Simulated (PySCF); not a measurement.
PbCl2, SMILES [Cl][Pb][Cl] (connectivity only; charge and spin as stated), neutral, multiplicity 1.

Coordinates come from a B3LYP-D3(BJ)/def2-TZVP optimisation. The isomer is the one that the SMILES or the coordinates give; other isomers of the formula were not compared. The def2 effective core potentials stand for the cores of Pb; spin–orbit coupling is left out.

Calculation: PySCF with TDDFT-CAM-B3LYP/def2-SVPD.

Vertical excitations.  State labels are in the subgroup C2v.

List the lowest excited states. (The exact figures need the calculation; the answer reports its results.)


| state | symmetry | energy (eV) | λ (nm) | f | main pairs |
|---|---|---|---|---|---|
| S1 | B1 | 3.91 | 317 | 0.013 | HOMO→LUMO 99 % |
| S2 | A2 | 4.20 | 295 | 0.000 | HOMO−1→LUMO 99 % |
| S3 | B2 | 4.69 | 265 | 0.022 | HOMO−2→LUMO 94 % |
| S4 | B1 | 4.95 | 250 | 0.008 | HOMO−4→LUMO 99 % |
| S5 | A1 | 5.13 | 242 | 0.004 | HOMO−3→LUMO 91 % |
| S6 | A2 | 5.50 | 225 | 0.000 | HOMO−5→LUMO 99 % |
| S7 | A1 | 6.06 | 205 | 0.138 | HOMO→LUMO+1 83 % |
| S8 | B2 | 6.06 | 205 | 0.002 | HOMO−1→LUMO+1 58 %, HOMO→LUMO+2 35 % |
| S9 | A2 | 6.27 | 198 | 0.000 | HOMO−2→LUMO+1 91 % |
| S10 | A1 | 6.39 | 194 | 0.002 | HOMO−1→LUMO+2 91 % |
| T1 | B1 | 3.35 | 370 | 0 | HOMO→LUMO 94 % |
| T2 | A2 | 4.11 | 302 | 0 | HOMO−1→LUMO 99 % |
| T3 | B2 | 4.20 | 295 | 0 | HOMO−2→LUMO 98 % |
| T4 | A1 | 4.53 | 274 | 0 | HOMO−3→LUMO 98 % |
Triplets are in the Tamm–Dancoff approximation, which puts them higher than full response would, so one can lie above its singlet here.
